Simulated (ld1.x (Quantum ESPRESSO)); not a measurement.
**Xe (Z = 54): one change to a TM potential, before and after**

ld1.x (Quantum ESPRESSO) 7.5 input, shortened:

```
&input
   title='Xe', zed=54., rel=0, dft='PBE', iswitch=3,
   config='[Kr] 4d10 5s2 5p6'
 /
 &inputp
   pseudotype=2, tm=.true., lloc=-1, rcloc=1.15,
   nlcc=.false.
 /
3
5S  1  0   2.00   0.00  1.65  1.65  0.0
4P  2  1   6.00   0.00  1.20  1.20  0.0
4D  3  2  10.00   0.00  0.85  0.85  0.0
 &test
   configts(1)='4p6 4d10 5s2 5p6'
 /
```

Occupied shells without a wave of their own: 5p. They enter only through the test configuration that unscreens the potential.

All-electron outer shells of the reference configuration (PBE, non-relativistic, ld1.x):

```tsv
shell	level (eV)	outermost node (bohr)	outermost maximum (bohr)
3d	-663.16	–	0.23
4s	-182.26	0.38	0.69
4p	-138.05	0.37	0.70
4d	-62.15	0.34	0.75
5s	-18.09	0.89	1.69
5p	-8.29	0.94	1.94
```

Change: wave 4p (bound): rc 1.20 bohr becomes 4p (bound): rc 0.88 bohr.

Cutoffs: the cutoffs (Ry, on a coarse ladder) from which the occupation-weighted sum of valence levels, in a spherical-Bessel basis at the reference potential, stays within 10 and 1 mRy of its value at 400 Ry; they do not see the model core or the augmentation charge, which bear on the density cutoff. Errors are all-electron minus pseudo energies relative to the spin-unpolarised reference configuration.

Question: What does the change do?

Answer: Both files keep a bound ghost (s); the miss of the reference levels goes from 0.03 to 0.20 eV; the number of tests that count goes from 6 to 7; of the 6 tests that both files solve, the error grows in 6 and shrinks in 0 by more than 15 % and 0.3 meV (median size 56.7 → 413.7 meV); the range in which the p phases agree narrows (upper end at the end of the scan → -0.5). That the errors move this way runs against the usual rule that smaller radii transfer better.

| quantity | base | changed |
| --- | --- | --- |
| cutoff, loose | 140 Ry | 260 Ry |
| cutoff, tight | 180 Ry | over 300 Ry |
| loose cutoff by channel (10 mRy a level) | s 25 Ry, p 55 Ry, d 120 Ry | s 25 Ry, p 140 Ry, d 120 Ry |
| bound ghosts | s | s |
| largest miss of a reference level, eV | 0.03 | 0.20 |
| tests counted (converged, no solver errors) | 6 of 7 | 7 of 7 |
| error for 4p6 4d10 5s2 5p5, meV [ΔE 12.57 eV] | -34 | +245 |
| error for 4p6 4d10 5s2 5p4, meV [ΔE 34.27 eV] | -80 | +582 |
| error for 4p6 4d10 5s2 5p3, meV [ΔE 65.86 eV] | -138 | +1016 |
| error for 4p6 4d10 5s1 5p6, meV [ΔE 22.89 eV] | -6.0 | +18 |
| error for 4p6 4d9 5s2 5p6, meV [ΔE 70.57 eV] | +18 | -33 |
| error for 4p6 4d10 5s2 5p2, meV [ΔE 107.93 eV] | -208 | +1559 |
| s: phases at 1.81 bohr within 0.05 rad from the reference energy up to (Ry; the scan ends near 5) | 2.6 | 2.6 |
| p: phases at 1.81 bohr within 0.05 rad from the reference energy up to (Ry; the scan ends near 5) | to the end of the scan | -0.5 |
| d: phases at 1.81 bohr within 0.05 rad from the reference energy up to (Ry; the scan ends near 5) | to the end of the scan | to the end of the scan |

Base: Tests not counted: 4p5 4d10 5s2 5p6 (pseudo-atom not self-consistent, printed error -52 meV). ld1.x printed “convergence not achieved” for 6 of the counted tests; their residual had stalled under 1e-8, short of the target of 1e-14. The 5p level has no wave, so the channel is fitted at the deeper level alone: the likely source of the large errors. Changed file: ld1.x printed “convergence not achieved” for 6 of the counted tests; their residual had stalled under 1e-8, short of the target of 1e-14. The 5p level has no wave, so the channel is fitted at the deeper level alone: the likely source of the large errors. A true bound ghost makes a file unfit for plane-wave use even where its test errors are small: the radial tests pick states by their node count and pass the ghost by.
